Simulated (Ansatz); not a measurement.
`[SiH3][Se]BCl` + `N[SiH2]C[SiH2]N` → `N[SiH2]CBCl` + `N[SiH2][Se][SiH3]`  (redistribution)

Isolated molecules relaxed with PBE0-D4/def2-TZVP in Ansatz; ΔE leaves out vibrations. CCSD(T)/CBS is the MP2 limit (def2-TZVPP, def2-QZVPP) plus CCSD(T) − MP2 in def2-TZVPP, frozen cores. For Se outer-core shells are correlated without core-valence functions, which leaves a few kJ/mol of doubt a bond. Scalar relativity is left out up to krypton. Each species was taken in one conformer, which may not be the lowest.

`[SiH3][Se]BCl`:

Z-matrix (Å, degrees):
```
Si
Se 1 2.294
H 1 1.482 2 110.2
H 1 1.483 2 106.1 3 119.3
H 1 1.482 2 110.1 3 -121.5
B 2 1.922 1 95.4 3 60.7
Cl 6 1.742 2 119.7 1 180.0
H 6 1.191 2 121.8 1 -0.0
```

`N[SiH2]C[SiH2]N`:

```xyz
15

N    -1.062   -1.705    0.328
Si    0.527   -1.451   -0.274
C     1.275    0.088    0.480
Si    0.096    1.535    0.497
N    -1.005    1.360   -0.832
H    -1.775   -1.045    0.054
H    -1.426   -2.641    0.401
H     0.617   -1.289   -1.760
H     1.307   -2.668    0.083
H     2.182    0.352   -0.075
H     1.576   -0.120    1.512
H    -0.747    1.543    1.721
H     0.870    2.814    0.485
H    -1.812    1.965   -0.861
H    -0.622    1.263   -1.761
```

`N[SiH2]CBCl`:

Cartesian coordinates in Å:
```
N -1.800 0.138 0.490
Si -0.590 -0.902 -0.146
C 1.117 -0.252 0.339
B 1.315 1.147 -0.248
Cl 2.064 1.374 -1.820
H -1.820 1.116 0.248
H -2.732 -0.215 0.631
H -0.595 -1.068 -1.629
H -0.818 -2.238 0.464
H 1.112 -0.249 1.433
H 1.828 -0.991 -0.046
H 0.918 2.141 0.283
```

`N[SiH2][Se][SiH3]`:

Z-matrix (Å, degrees):
```
Si
Se 1 2.298
N 1 1.710 2 117.4
H 1 1.481 2 103.5 3 119.9
H 1 1.483 2 107.8 3 -120.5
Si 2 2.271 1 93.9 3 74.5
H 3 1.008 1 119.2 2 -78.0
H 3 1.008 1 119.7 2 63.6
H 6 1.485 2 111.4 1 75.3
H 6 1.483 2 107.7 1 -164.4
H 6 1.488 2 110.4 1 -45.1
```

```json
{"level": "HF/def2-TZVPP", "ΔE (eV)": "-0.27"}
{"level": "CCSD/def2-TZVPP", "ΔE (eV)": "-0.15"}
```

Task: What does CCSD(T)/CBS give? (An estimate is asked.)

Result: Computed: -0.17 eV. The listed levels differ from it by -0.10, 0.02 eV.

Largest T1 diagnostic among the species: 0.012.

In def2-TZVPP, CCSD(T) changes the Hartree–Fock value by +0.15 eV (the triples alone add +0.02 eV) and MP2 by +0.14 eV.
